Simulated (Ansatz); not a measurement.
A made-up structure of BGeNH5 (charge +1), closed shell:

```
8
angstrom
B 0.7119 -0.5210 1.3426
Ge -0.3524 0.4300 0.3397
N -0.4187 0.1491 -1.7066
H -1.0896 -0.5291 -2.0677
H 0.2115 0.7102 -2.2797
H -1.1497 1.4166 1.1875
H 0.7677 -0.3838 2.4830
H 1.4188 -1.3356 0.9434
```

It is relaxed with PBE-D4/def2-SVP and then PBE0-D4/def2-TZVP (Ansatz 0.2.0). Atoms count as bonded within 1.22 times the sum of their covalent radii (H–H: 0.88 Å). The end point is not checked to be a true minimum.

Problem. Does its bonding change? (A judgement: the text doesn't fix the answer.)

Solution. The calculation gives: No: no bond forms or breaks.

Where it ends: The first stage lowers the energy by 3.65 eV in 29 steps. It ends as BGeNH₅ ([BH2][GeH][NH2]), total charge +1:
B1  (0.784, -0.755, 1.429)
Ge2  (-0.096, 0.622, 0.163)
N3  (-0.634, 0.158, -1.431)
H4  (-0.548, -0.774, -1.809)
H5  (-1.068, 0.814, -2.066)
H6  (-0.375, 2.100, 0.415)
H7  (0.073, -1.346, 2.174)
H8  (1.962, -0.883, 1.367)
(Å)

Labels in which every atom is bracketed show which atoms are joined, not bond orders.

For scale, one of the runs: PBE0-D4/def2-TZVP relaxation, 140 basis functions, launched by `ansatz run in.yaml --threads 2 --pin off --events-out ev --progress --plain --max-ram 4352MiB`. The run took about 27 s on 2 CPU threads of an Arm Neoverse N1 (shared host).
